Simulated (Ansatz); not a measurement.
System: RhB (charge 0, singlet). SMILES: [B][Rh]
Geometry from a B3LYP-D3(BJ)/def2-TZVP (Ansatz, a first-principles code) optimisation:
```xyz
2

Rh     0.0000     0.0000    -0.1682
B      0.0000     0.0000     1.5142
```

Property: vertical ionisation energy (to the doublet state of charge +1; each state is the SCF solution reached for its spin; the UHF <S^2> is 1.04 for the doublet (pure: 0.75); for the doublet T1 is 0.054; for the singlet the Hartree-Fock reference is unstable and T1 is 0.031), in eV. Valence correlation only, unless marked. UHF or UKS for open shells. No spin-orbit coupling. Frozen are the shells of the preceding noble gas and the d and f shells that filled before the atom's block. Past Kr the def2 sets carry scalar-relativistic core potentials. CBS marks a two-point X^-3 extrapolation of the correlation energy; Hartree-Fock from the larger set.

```json
[
 {"level": "SVWN5/def2-TZVPD", "program": "Ansatz", "vertical ionisation energy (eV)": "8.81"},
 {"level": "PBE/def2-TZVPD", "program": "Ansatz", "vertical ionisation energy (eV)": "8.41"},
 {"level": "r2SCAN/def2-TZVPD", "program": "Ansatz", "vertical ionisation energy (eV)": "8.10"},
 {"level": "PBE0/def2-TZVPD", "program": "Ansatz", "vertical ionisation energy (eV)": "8.07"},
 {"level": "BHLYP/def2-TZVPD", "program": "Ansatz", "vertical ionisation energy (eV)": "7.64"},
 {"level": "CAM-B3LYP/def2-TZVPD", "program": "Ansatz", "vertical ionisation energy (eV)": "8.09"},
 {"level": "wB97M-V/def2-TZVPD", "program": "Ansatz", "vertical ionisation energy (eV)": "7.96"},
 {"level": "CCSD/def2-SVPD", "program": "Ansatz", "vertical ionisation energy (eV)": "7.57"},
 {"level": "CCSD/def2-TZVPPD", "program": "Ansatz", "vertical ionisation energy (eV)": "7.81"},
 {"level": "CCSD/def2-QZVPPD", "program": "Ansatz", "vertical ionisation energy (eV)": "7.90"},
 {"level": "CCSD/CBS(def2-TZVPPD,def2-QZVPPD)", "program": "Ansatz", "vertical ionisation energy (eV)": "7.96"},
 {"level": "CCSD(T)/def2-SVPD", "program": "Ansatz", "vertical ionisation energy (eV)": "7.76"},
 {"level": "CCSD(T)/def2-TZVPPD", "program": "Ansatz", "vertical ionisation energy (eV)": "8.06"},
 {"level": "CCSD(T)/def2-QZVPPD", "program": "Ansatz", "vertical ionisation energy (eV)": "8.19"},
 {"level": "CCSD(T)/CBS(def2-TZVPPD,def2-QZVPPD)", "program": "Ansatz", "vertical ionisation energy (eV)": "8.29"}
]
```
